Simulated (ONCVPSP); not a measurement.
**Configuration tests for vanadium (V) (ONCV)**

```
Element                 : vanadium (V)
Generator               : ONCVPSP 4.0.1
Type                    : optimised norm-conserving Vanderbilt (ONCV)
Functional              : PBEsol
Relativity              : scalar-relativistic
Frozen core             : [Ar]
Valence charge          : 5
Reference configuration : 3d3 4s2
Partial waves           : 4s: rc 3.05 bohr, ncon 4, nbas 7, qcut 1.8 1/bohr, 3 projectors, debl 2.9 Ha; p scattering state at 0.35 Ha: rc 2.50 bohr, ncon 3, nbas 7, qcut 3.9 1/bohr, 2 projectors, debl 2.7 Ha; 3d: rc 1.70 bohr, ncon 4, nbas 9, qcut 9.3 1/bohr, 3 projectors, debl 1.4 Ha
Local potential         : polynomial inside 1.40 bohr (lpopt 5, dvloc0 -1 Ha)
Core correction         : none
```

In the p channel the program set the typed energies aside and used 0.050, 2.750 Ha.

Energies are relative to the spin-unpolarised reference configuration 3d3 4s2; without spin polarisation the order of configurations can differ from experiment.

**Question.** Give the all-electron excitation energy and the error of the potential for: 3d3 4s1; 3d3 4s0; 3d2 4s0; 3d4 4s1.

**Answer.**

```
valence configuration  charge  ΔE all-electron (eV)  error AE − PS (meV)
              3d3 4s1      +1                 7.750                 -8.0
              3d3 4s0      +2                21.954                  +28
              3d2 4s0      +3                50.804                  -23
              3d4 4s1       0                 0.581                  -21
```

Levels in the configuration 3d2 4s0:

```csv
level,all-electron (eV),pseudo (eV)
3d,-36.910,-37.039
```

Note: no bound ghost flagged; GHOST(+) flagged for p at 79.3 eV, s at 96.4 eV.
